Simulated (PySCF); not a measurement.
# Calculated NMR parameters of [AlH3-][P@+]12CC[C@H](CC1)C2

| Quantity | Value |
| --- | --- |
| Formula | C6H14AlP |
| SMILES | [AlH3-][P@+]12CC[C@H](CC1)C2 |
| Point group of the computed structure | C1 |
| Carbon signals | 4 |
| Proton signals | 7 |

Bonds (- single, = double, # triple, : aromatic): Al1-P2, P2-C3, C3-C4, C4-C5, C5-C6, C6-C7, C5-C8, C7-P2, C8-P2. Al1 carries H9, H10, H11; C3 carries H12, H13; C4 carries H14, H15; C5 carries H16; C6 carries H17, H18; C7 carries H19, H20; C8 carries H21, H22. Formal charges: Al1 -1, P2 +1. Stereochemistry as in [AlH3-][P@+]12CC[C@H](CC1)C2. H18, H19 are cis to C4 on the ring; H13, H15 are cis to C6 on the ring; H17, H20 are trans to C4 on the ring; H12, H14 are trans to C6 on the ring.

Theory: CAM-B3LYP/pcSseg-1 with gauge-including orbitals, coordinates at the PBE0-D3(BJ)/def2-SVP level, in PySCF 2.14 (single conformer, non-relativistic, no solvent model, fast rotation and ring inversion assumed for equivalent nuclei).

δ = σ(ref) − σ, references computed at the same level: $^{1}$H and $^{13}$C vs TMS; $^{31}$P vs H3PO4; AlH4- for $^{27}$Al.

| carbon | δC, type | δH (multiplicity) | HMBC from (2–3 bonds) | span of the C tensor (ppm) |
| --- | --- | --- | --- | --- |
| C3/C7 | 22.7, CH2 | H12 1.58 (m); H13 1.22 (m) | H9/H10/H11, H16, H14/H17, H12/H20, H15/H18, H21/H22, H13/H19 | 27 |
| C4/C6 | 31.9, CH2 | H14 1.60 (m); H15 1.48 (m) | H16, H14/H17, H12/H20, H15/H18, H21/H22, H13/H19 | 36 |
| C5 | 41.2, CH | 2.35 (m) | H14/H17, H12/H20, H15/H18, H21/H22, H13/H19 | 36 |
| C8 | 33.3, CH2 | 1.27 (m) | H9/H10/H11, H16, H14/H17, H12/H20, H15/H18, H13/H19 | 31 |

Other nuclei:
```csv
atoms,nucleus,environment,δ (ppm),σ (ppm)
H9/H10/H11,$^{1}$H,hydrogen on an aluminium bonded to P,3.66,27.67
P2,$^{31}$P,"phosphorus bonded to 3 C, Al, in a 5-membered ring",-15.9,315.1
Al1,$^{27}$Al,"aluminium bonded to P, 3 H",27.6,458.3
```

δC 41.2: sp3 CH in a ring; a saturated carbon with 3 carbon neighbours and no heteroatom attached. δC 31.9: sp3 CH2 in a ring; a saturated carbon with 2 carbon neighbours and no heteroatom attached. δH 3.66: hydrogen on an aluminium bonded to P. δH 2.35: hydrogen on an sp3 CH in a ring. δH 1.60, 1.48: hydrogen on an sp3 CH2 in a ring.

Hydrides on Al or Ga are broadened by the quadrupolar metal nucleus. Splittings by $^{31}$P in the carbon and heteronuclear signals aren't shown, as no couplings were computed. Shifts are as computed, not scaled to solution data. Of 1313 compounds with measured shifts, 239 miss one by over three times the rms of a fit or turn the order of signals round; such compounds aren't used in these exercises. Experimental scales use liquid or dissolved standards, which lie at an offset from isolated H3PO4. Multiplicities follow the n + 1 count of equivalent neighbours, as no J values were calculated; m marks all less simple cases, F and P coupling included.
